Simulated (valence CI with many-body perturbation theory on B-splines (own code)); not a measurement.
# Rb⁵⁺: calculation against measured levels

Method: configuration interaction combined with many-body perturbation theory (CI+MBPT): four valence electrons over a frozen Dirac-Fock core [Ar] 3d10, radial functions for each j: 11 s, 11 p, 9 d, 7 f, 5 g, 2 h, 1 i, with the one-electron correlation potential Σ1, the two-electron term Σ2, the three-electron term Σ3, Breit, model QED; selected CI, second order for the rest, scaled by the run's own slope (own B-spline code, finite nucleus).

Against 13 measured levels this calculation errs by 109 cm⁻¹ on average and by 203 at most. These come from a selection out of Sansonetti, J. Phys. Chem. Ref. Data 35, 301 (2006). Levels without a partner in it may be off by more. Among the levels kept, up to 370 cm⁻¹ of a level comes from second order outside the variational space, and about a tenth of that is noise between levels of different J, which matters for small intervals.

Measured levels: Sansonetti, J. Phys. Chem. Ref. Data 35, 301 (2006). Pairs share parity and J, and are chosen by configuration, term and nearness in energy; levels without a clear partner are left out. Energies in cm⁻¹ above the measured ground level. The last column is blank where CI alone has no clear partner.

Names give the largest LS component (configuration and term), which can be under half, so a name can repeat, a term be missing and a line seem to break the LS rules; names also repeat where a configuration has a term twice.

| Computed label | Label in the source | Measured | Computed | Difference | CI alone, difference |
| --- | --- | --- | --- | --- | --- |
| 4s2 4p2 3P_0 | 4s2 4p2 3P | 0 | 0.0 | 0 | 0 |
| 4s2 4p2 3P_1 | 4s2 4p2 3P | 5140 | 5131.8 | -8 | -181 |
| 4s2 4p2 3P_2 | 4s2 4p2 3P | 9899 | 9891.3 | -8 | -219 |
| 4s2 4p2 1D_2 | 4s2 4p2 1D | 23746 | 23757.9 | +12 | -99 |
| 4s2 4p2 1S_0 | 4s2 4p2 1S | 45201 | 45248.7 | +48 | +186 |
| 4s 4p3 3D°_1 | 4s 4p3 3D° | 148531 | 148364.9 | -166 | -2875 |
| 4s 4p3 3D°_2 | 4s 4p3 3D° | 148667 | 148501.2 | -166 | -2867 |
| 4s 4p3 3D°_3 | 4s 4p3 3D° | 150434 | 150263.1 | -171 | -2935 |
| 4s 4p3 3P°_0 | 4s 4p3 3P° | 168930 | 168799.1 | -131 | -2283 |
| 4s 4p3 3P°_1 | 4s 4p3 3P° | 169477 | 169345.1 | -132 | -2293 |
| 4s 4p3 3P°_2 | 4s 4p3 3P° | 170125 | 169987.6 | -137 | -2346 |
| 4s 4p3 1D°_2 | 4s 4p3 1D° | 188065 | 187936.0 | -129 | -1652 |
| 4s 4p3 3S°_1 | 4s 4p3 3S° | 208835 | 209037.5 | +203 | +3735 |
| 4s 4p3 1P°_1 | 4s 4p3 1P° | 220609 | 220715.2 | +106 | +2229 |

Over 13 excited levels the mean absolute difference is 109 cm⁻¹, the median 131 and the largest 203. For the 13 levels that pair on every rung the mean is CI alone 1838, + Σ1 1280, + Σ2 330, + Σ3 292, + Breit 102, + QED 109. The comparison draws on a selection of the measured levels: 14 of the 68 computed ones have a partner in it, and others may be off by more.
